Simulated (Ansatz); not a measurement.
Breaking a bond: SMILES [Cl][Cr](=[O])([Cl])=[O]. The Cr1–O5 bond (Cr1 also carries Cl, Cl, O; O5 carries nothing else) is pulled apart rigidly from the PBE0/def2-TZVP optimised geometry.

Methods: RKS-PBE = restricted PBE/def2-TZVP run with Ansatz (an electronic-structure program); UKS-PBE = unrestricted PBE/def2-TZVP run with Ansatz; UKS-CAM-B3LYP = unrestricted CAM-B3LYP/def2-TZVP (Ansatz); UKS-PBE0 = Ansatz with unrestricted PBE0/def2-TZVP.

Energies relative to the lowest point of each curve near equilibrium, in eV; the last columns give the difference from UKS-PBE0:

| R / Å | RKS-PBE | UKS-PBE | UKS-CAM-B3LYP | UKS-PBE0 | RKS-PBE − UKS-PBE0 | UKS-PBE − UKS-PBE0 | UKS-CAM-B3LYP − UKS-PBE0 |
|---|---|---|---|---|---|---|---|
| 1.27 | 3.975 | 3.975 | 3.330 | 3.336 | 0.639 | 0.639 | -0.005 |
| 1.36 | 1.651 | 1.651 | 1.224 | 1.235 | 0.416 | 0.416 | -0.011 |
| 1.44 | 0.553 | 0.553 | 0.308 | 0.317 | 0.236 | 0.236 | -0.009 |
| 1.49 | 0.196 | 0.196 | 0.061 | 0.067 | 0.129 | 0.129 | -0.006 |
| 1.54 | 0.028 | 0.028 | 0.000 | 0.000 | 0.028 | 0.028 | 0.000 |
| 1.58 | 0.000 | 0.000 | 0.056 | 0.050 | -0.050 | -0.050 | 0.006 |
| 1.66 | 0.153 | 0.153 | 0.373 | 0.351 | -0.198 | -0.198 | 0.022 |
| 1.76 | 0.600 | 0.600 | 0.867 | 0.879 | -0.279 | -0.279 | -0.012 |
| 1.87 | 1.259 | 1.259 | 1.341 | 1.380 | -0.121 | -0.121 | -0.039 |
| 2.04 | 2.372 | 2.329 | 2.054 | 2.098 | 0.274 | 0.231 | -0.044 |
| 2.25 | 3.655 | 3.364 | 2.796 | 2.830 | 0.824 | 0.534 | -0.034 |
| 2.49 | 4.856 | 4.200 | 3.318 | 3.357 | 1.498 | 0.843 | -0.040 |
| 2.86 | 6.176 | 4.982 | 3.611 | 3.702 | 2.474 | 1.280 | -0.090 |
| 3.23 | 7.019 | 5.381 | 3.721 | 3.815 | 3.204 | 1.565 | -0.094 |
| 3.73 | 7.686 | 5.608 | 3.798 | 3.890 | 3.796 | 1.717 | -0.092 |
| 4.46 | 8.148 | 5.720 | 3.845 | 3.937 | 4.211 | 1.783 | -0.092 |

RKS-PBE is furthest from UKS-PBE0 at 4.46 (4.211 eV, above); its mean absolute difference over the points is 1.149 eV.

UKS-PBE is furthest from UKS-PBE0 at 4.46 (1.783 eV, above); its mean absolute difference over the points is 0.628 eV.

UKS-CAM-B3LYP is furthest from UKS-PBE0 at 3.23 (-0.094 eV, below); its mean absolute difference over the points is 0.037 eV.

The restricted form behind RKS-PBE keeps the bonding electrons paired and can't separate into open-shell fragments. The unrestricted solution behind UKS-PBE changes between 2.04 and 2.25 Å, which can leave a kink. The unrestricted determinant behind UKS-PBE is spin-contaminated at 2.04 to 4.46 Å (<S²> up to 2.0, against 0.00 for a pure singlet). The unrestricted determinant behind UKS-CAM-B3LYP, UKS-PBE0 is spin-contaminated at 1.76 to 4.46 Å (<S²> up to 2.1, against 0.00 for a pure singlet).
